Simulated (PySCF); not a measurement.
H9NSi3, SMILES [SiH3]N([SiH3])[SiH3]. Geometry optimised at TPSSh-D3(BJ)/def2-SVP.

Q: Give the equilibrium geometry at TPSSh-D3(BJ)/def2-SVP (PySCF confirms it by a frequency run) as Cartesian coordinates in Å, and its point group. (An estimate is asked for; the answer gives what the named calculation found.)

A: point group C3h.
```xyz
13

Si    -0.4116     1.7107     0.0000
N      0.0000     0.0000     0.0000
Si    -1.2757    -1.2118     0.0000
Si     1.6873    -0.4989     0.0000
H     -1.8981     1.8024     0.0000
H      0.1220     2.4035     1.2054
H      0.1220     2.4035    -1.2054
H     -2.1425    -1.0961    -1.2054
H     -0.6119    -2.5450     0.0000
H     -2.1425    -1.0961     1.2054
H      2.0205    -1.3074     1.2054
H      2.0205    -1.3074    -1.2054
H      2.5100     0.7426     0.0000
```
Charge 0, spin multiplicity 1.
